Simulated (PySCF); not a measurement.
A series of related molecules.

All values: PBE0/pcSseg-1 (PySCF) at GFN2-xTB geometries, gas phase, one conformer each.

Question: Rank by the lowest Hirshfeld charge on any atom, lowest value first.
A. `C=C1COCC[SiH2]1`
B. `C=C1CO[C@@H](F)C[SiH2]1`
C. `C=C1CO[C@H](C=O)C[SiH2]1`
D. `C=C1CO[C@@H](CO)C[SiH2]1`

Answer: D (-0.239 e), C (-0.201 e), B (-0.179 e), A (-0.168 e).

All values together:

```
                      SMILES                      change    formula  μ (D)  HOMO (eV)  LUMO (eV)  lowest IAO charge (e)  highest IAO charge (e)  lowest Hirshfeld charge (e)  highest Hirshfeld charge (e)
             C=C1COCC[SiH2]1                      parent   C5H10OSi   0.93      -7.32      -0.26             -0.559 (C)             +0.743 (Si)                   -0.168 (C)                   +0.332 (Si)
  C=C1CO[C@@H](CC#N)C[SiH2]1    H on C replaced by CH2CN  C7H11NOSi   3.78      -7.81      -0.56             -0.561 (C)             +0.748 (Si)                   -0.230 (N)                   +0.339 (Si)
   C=N[C@@H]1C[SiH2]C(=C)CO1    H on C replaced by N=CH2  C6H11NOSi   1.25      -7.27      -0.41             -0.553 (C)             +0.743 (Si)                   -0.172 (C)                   +0.334 (Si)
    C=C1CO[C@@H](CF)C[SiH2]1     H on C replaced by CH2F  C6H11FOSi   1.60      -7.58      -0.39             -0.561 (C)             +0.746 (Si)                   -0.173 (C)                   +0.334 (Si)
C=C1CO[C@@H](C(C)=O)C[SiH2]1    H on C replaced by COCH3  C7H12O2Si   2.92      -7.06      -0.53             -0.552 (C)             +0.748 (Si)                   -0.240 (O)                   +0.338 (Si)
   C=C1CO[C@@H](C#N)C[SiH2]1       H on C replaced by CN   C6H9NOSi   3.13      -7.92      -0.58             -0.553 (C)             +0.743 (Si)                   -0.208 (N)                   +0.336 (Si)
    C=C1CO[C@@H](CO)C[SiH2]1    H on C replaced by CH2OH  C6H12O2Si   2.14      -7.47      -0.43             -0.559 (C)             +0.747 (Si)                   -0.239 (O)                   +0.334 (Si)
  C=CC[C@@H]1C[SiH2]C(=C)CO1    H on C replaced by allyl   C8H14OSi   0.92      -7.23      -0.30             -0.556 (C)             +0.744 (Si)                   -0.169 (C)                   +0.331 (Si)
C=C1CO[C@H](C[SiH3])C[SiH2]1  H on C replaced by CH2SiH3  C6H14OSi2   1.71      -7.61      -0.39             -0.551 (C)             +0.742 (Si)                   -0.168 (C)                   +0.332 (Si)
     C=C1CO[C@@H](F)C[SiH2]1        H on C replaced by F   C5H9FOSi   1.47      -7.73      -0.42             -0.579 (C)             +0.747 (Si)                   -0.179 (C)                   +0.332 (Si)
    C=C1CO[C@H](C=O)C[SiH2]1      H on C replaced by CHO  C6H10O2Si   1.52      -7.31      -1.13             -0.561 (C)             +0.743 (Si)                   -0.201 (O)                   +0.331 (Si)
```

Conformers: `[CH2:1]=[C:2]1[CH2:3][O:4][CH2:5][CH2:6][SiH2:7]1` with C1–C2–C3–O4 129°, C2–C3–O4–C5 70°, C3–O4–C5–C6 -75°, O4–C5–C6–Si7 56°; `[CH2:1]=[C:2]1[CH2:3][O:4][C@@H:5]([CH2:6][C:7]#[N:8])[CH2:9][SiH2:10]1` with O4–C5–C6–C7 -174°, C1–C2–C3–O4 131°, C2–C3–O4–C5 70°, C3–O4–C5–C6 162°, O4–C5–C9–Si10 57°; `[CH2:1]=[N:2][C@@H:3]1[CH2:4][SiH2:5][C:6](=[CH2:7])[CH2:8][O:9]1` with C1–N2–C3–C4 116°, N2–C3–C4–Si5 179°, C3–C4–Si5–C6 34°, C4–Si5–C6–C7 150°, Si5–C6–C8–O9 46°; `[CH2:1]=[C:2]1[CH2:3][O:4][C@@H:5]([CH2:6][F:7])[CH2:8][SiH2:9]1` with O4–C5–C6–F7 -173°, C1–C2–C3–O4 129°, C2–C3–O4–C5 69°, C3–O4–C5–C6 164°, O4–C5–C8–Si9 58°; `[CH2:1]=[C:2]1[CH2:3][O:4][C@@H:5]([C:6]([CH3:7])=[O:8])[CH2:9][SiH2:10]1` with O4–C5–C6–C7 22°, C1–C2–C3–O4 134°, C2–C3–O4–C5 69°, C3–O4–C5–C6 163°, O4–C5–C9–Si10 58°; `[CH2:1]=[C:2]1[CH2:3][O:4][C@@H:5]([C:6]#[N:7])[CH2:8][SiH2:9]1` with C1–C2–C3–O4 -128°, C2–C3–O4–C5 -68°, C3–O4–C5–C6 -53°, O4–C5–C8–Si9 -56°; `[CH2:1]=[C:2]1[CH2:3][O:4][C@@H:5]([CH2:6][OH:7])[CH2:8][SiH2:9]1` with O4–C5–C6–O7 -59°, C5–C6–O7–H 50°, C1–C2–C3–O4 129°, C2–C3–O4–C5 70°, C3–O4–C5–C6 163°, O4–C5–C8–Si9 56°; `[CH2:1]=[CH:2][CH2:3][C@@H:4]1[CH2:5][SiH2:6][C:7](=[CH2:8])[CH2:9][O:10]1` with C1–C2–C3–C4 120°, C2–C3–C4–C5 -170°, C3–C4–C5–Si6 -175°, C4–C5–Si6–C7 36°, C5–Si6–C7–C8 145°, Si6–C7–C9–O10 49°; `[CH2:1]=[C:2]1[CH2:3][O:4][C@H:5]([CH2:6][SiH3:7])[CH2:8][SiH2:9]1` with O4–C5–C6–Si7 32°, C1–C2–C3–O4 -131°, C2–C3–O4–C5 -70°, C3–O4–C5–C6 -160°, O4–C5–C8–Si9 -56°; `[CH2:1]=[C:2]1[CH2:3][O:4][C@@H:5]([F:6])[CH2:7][SiH2:8]1` with C1–C2–C3–O4 -130°, C2–C3–O4–C5 -65°, C3–O4–C5–F6 -54°, O4–C5–C7–Si8 -56°; `[CH2:1]=[C:2]1[CH2:3][O:4][C@H:5]([CH:6]=[O:7])[CH2:8][SiH2:9]1` with O4–C5–C6–O7 -146°, C1–C2–C3–O4 127°, C2–C3–O4–C5 67°, C3–O4–C5–C6 59°, O4–C5–C8–Si9 55°.

Give the shifts from the parent, `C=C1COCC[SiH2]1`.

| SMILES | change in μ (D) | change in HOMO (eV) | change in LUMO (eV) |
| --- | --- | --- | --- |
| C=C1CO[C@@H](CC#N)C[SiH2]1 | +2.85 | -0.49 | -0.30 |
| C=N[C@@H]1C[SiH2]C(=C)CO1 | +0.32 | +0.05 | -0.15 |
| C=C1CO[C@@H](CF)C[SiH2]1 | +0.67 | -0.26 | -0.13 |
| C=C1CO[C@@H](C(C)=O)C[SiH2]1 | +1.99 | +0.26 | -0.27 |
| C=C1CO[C@@H](C#N)C[SiH2]1 | +2.20 | -0.60 | -0.32 |
| C=C1CO[C@@H](CO)C[SiH2]1 | +1.21 | -0.15 | -0.17 |
| C=CC[C@@H]1C[SiH2]C(=C)CO1 | -0.01 | +0.09 | -0.04 |
| C=C1CO[C@H](C[SiH3])C[SiH2]1 | +0.78 | -0.29 | -0.13 |
| C=C1CO[C@@H](F)C[SiH2]1 | +0.54 | -0.41 | -0.16 |
| C=C1CO[C@H](C=O)C[SiH2]1 | +0.59 | +0.01 | -0.87 |
